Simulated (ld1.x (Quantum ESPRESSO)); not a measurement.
Which change was made? (Zn, TM)

```
Element                 : Zn
Generator               : ld1.x (Quantum ESPRESSO) 7.5
Type                    : norm-conserving Troullier–Martins (Kleinman–Bylander form)
Functional              : PW91
Relativity              : scalar-relativistic
Frozen core             : [Ne]
Valence charge          : 20
Reference configuration : 3s2 3p6 3d10 4s2 4p0
Partial waves           : 3s (bound): rc 1.00 bohr; 3p (bound): rc 0.70 bohr; 3d (bound): rc 1.15 bohr
Local potential         : all-electron potential smoothed inside 1.10 bohr (lloc = -2)
Core correction         : none
```

Occupied shells without a wave of their own: 4s. They enter only through the test configuration that unscreens the potential.

Cutoffs, loose and tight: the cutoffs (Ry, on a coarse ladder) from which the occupation-weighted sum of valence levels, in a spherical-Bessel basis at the reference potential, stays within 10 and 1 mRy of its value at 400 Ry. They do not see the model core or the augmentation charge, which bear on the density cutoff. Test errors are all-electron minus pseudo excitation energies from the reference, over the configurations 3s2 3p6 3d10 4s1 4p0; 3s2 3p6 3d10 4s0 4p0; 3s2 3p6 3d9 4s0 4p0; 3s1 3p6 3d10 4s2 4p0; 3s2 3p6 3d10 4s0 4p1; 3s2 3p6 3d9 4s2 4p1; 3s2 3p6 3d10 4s0 4p2; variants that change the core or the reference have their own tests.

The base gives: outcome: generated, misses its reference levels by 0.35 eV; cutoff, loose: 230 Ry; cutoff, tight: over 300 Ry; bound ghosts: none; largest test error (meV): -1806.

Task: After one change the result is: outcome: failed: invmat: error in DGETRF. Which change was it?
A. local potential the p channel
B. wave 3s (bound): rc 1.00 bohr becomes 3s (bound): rc 1.12 bohr
C. type PAW; waves now 3s (bound): rcut 0.90, rcutus 1.00 bohr; 4s (bound): rcut 0.90, rcutus 1.00 bohr; 3p (bound): rc 0.70 bohr; 4p (bound): rc 0.70 bohr; 3d (bound): rcut 1.00, rcutus 1.15 bohr; 3d channel at 0.3 Ry: rcut 1.00, rcutus 1.15 bohr; local potential all-electron potential smoothed inside 0.65 bohr (lloc = -1); core correction a·sin(br)/r model core, default radius (ld1.x builds one for every PAW set, though the input has nlcc=.false.); augmentation BG, radius 0.55 bohr
D. all radii scaled by about 1.32 (s 1.32, p 0.92, d 1.52 bohr); local potential all-electron potential smoothed inside 1.44 bohr (lloc = -2)

Result: C. The others give: wave 3s (bound): rc 1.00 bohr becomes 3s (bound): rc 1.12 bohr → outcome: generated, misses its reference levels by 0.43 eV; cutoff, loose: 230 Ry; cutoff, tight: over 300 Ry; bound ghosts: none; largest test error (meV): -2195 | all radii scaled by about 1.32 (s 1.32, p 0.92, d 1.52 bohr); local potential all-electron potential smoothed inside 1.44 bohr (lloc = -2) → outcome: generated, misses its reference levels by 0.31 eV; cutoff, loose: 160 Ry; cutoff, tight: 230 Ry; bound ghosts: none; largest test error (meV): +1422 | local potential the p channel → outcome: generated, misses its reference levels by 0.29 eV; cutoff, loose: 230 Ry; cutoff, tight: over 300 Ry; bound ghosts: none; largest test error (meV): -1481.
